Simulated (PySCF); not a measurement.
Unknowns

All values are calculated (PySCF 2.14): shielding tensors at PBE0/pcSseg-1 (GIAO), J: B3LYP/pcJ-1 (spin–dipole term left out of most H,H and C,H couplings), coordinates at the GFN2-xTB level. Non-relativistic Hamiltonian, rapidly exchanging positions averaged, no solvent model, one computed conformer.

Chemical shifts δ = σref − σ; TMS for 1H and 13C, all at this level. Multiplet labels drop J under 1 Hz and among equivalent protons, and merge close values. Unscaled 3J(H,H) run several per cent high. Splittings of carbon signals by F and P are missing where no couplings were computed. Where no couplings were computed, multiplicities follow the n + 1 count of equivalent neighbours, and m marks all less simple cases (inequivalent or close neighbours, rings, F or P nearby). Shifts are as computed. Against solution values, carbons near 30 ppm lie about +3 ppm off and those near 130 ppm about +5 ppm. Of 1211 compounds with measured shifts, 218 miss one by over three times the rms of a fit or turn the order of signals round; such compounds aren't used in these exercises.

Task: C5H6O. 1H NMR (300 MHz, computed): δ 6.41 (dt, J = 7.8, 2.4 Hz, 2H), 4.77 (dt, J = 7.8, 3.8 Hz, 2H), 2.99 (tt, J = 3.8, 2.4 Hz, 2H). 13C{1H} NMR (computed): δ 148.4 (CH), 106.6 (CH), 24.5 (CH2). Give a structure.

Result: SMILES C1=COC=CC1. The formula gives 3 degrees of unsaturation (1 ring in the answer). 3 carbon signals for 5 carbons: some carbons are equivalent by symmetry or fast rotation. Carbon types of the structure: 4 × CH, 1 × CH2, which accounts for all hydrogens. δC 148.4: alkene carbon bearing oxygen; an sp2 carbon further deshielded by the attached heteroatom. δC 106.6: β carbon of an enol-ether or enamine type C=C; the O or N lone pair pushes π density onto this β carbon and shields it. δC 24.5: allylic sp3 CH2; aliphatic region, no heteroatom directly attached. δH 6.41: hydrogen on an alkene carbon bearing oxygen; attached to an sp2 carbon and in the plane of the double bond. The protons at 4.77 and 6.41 share a coupling of 7.8 Hz (vicinal, cis across C=C). The protons at 4.77 and 2.99 share a coupling of 3.8 Hz (vicinal).

The data come from this structure; uniqueness wasn't tested.

Task: C6H12OSi2. 1H NMR (600 MHz, computed): δ 4.93 (s, 3H), 4.58 (m, 2H), 4.03 (t, 1H), 2.67 (m, 2H), 2.49 (m, 1H), 1.84 (m, 1H), 1.80 (m, 2H). 13C{1H} NMR (computed): δ 187.8, 81.3, 43.0, 36.0, 17.1. Identify the compound.

Result: SMILES [SiH3]OC1=C[SiH2][C@H]2C[C@@H]1C2. The formula gives 3 degrees of unsaturation (2 rings in the answer). 5 carbon signals for 6 carbons: some carbons are equivalent by symmetry or fast rotation. Carbon types of the structure: 1 × C, 3 × CH, 2 × CH2, leaving 5 H on heteroatoms. δC 187.8: alkene carbon bearing oxygen; an sp2 carbon further deshielded by the attached heteroatom. δC 81.3: β carbon of an enol-ether or enamine type C=C; the O or N lone pair pushes π density onto this β carbon and shields it. δC 36.0: sp3 CH2 in a ring; aliphatic region, no heteroatom directly attached. δH 4.03: hydrogen on a β carbon of an enol-ether or enamine type C=C; lone-pair donation from O or N shields it, upfield of ordinary alkene protons.

The data come from this structure; uniqueness wasn't tested.

Task: C6H13PSi. 1H NMR (600 MHz, computed): δ 3.66 (m, 3H), 2.54 (m, 4H), 1.86 (s, 6H). 13C{1H} NMR (computed): δ 139.7 (C), 38.4 (CH2), 19.2 (CH3). Give a structure.

Result: SMILES CC1=C(C)CP([SiH3])C1. 3 carbon signals for 6 carbons: some carbons are equivalent by symmetry or fast rotation. Carbon types of the structure: 2 × C, 2 × CH2, 2 × CH3, leaving 3 H on heteroatoms. δC 139.7: fully substituted alkene carbon; the olefinic region. δC 19.2: allylic methyl carbon; aliphatic region, no heteroatom directly attached. δH 2.54: hydrogen on an allylic sp3 CH2 bonded to P; allylic position. δH 1.86: hydrogen on an allylic methyl carbon; allylic position.

The shifts were computed for this structure.
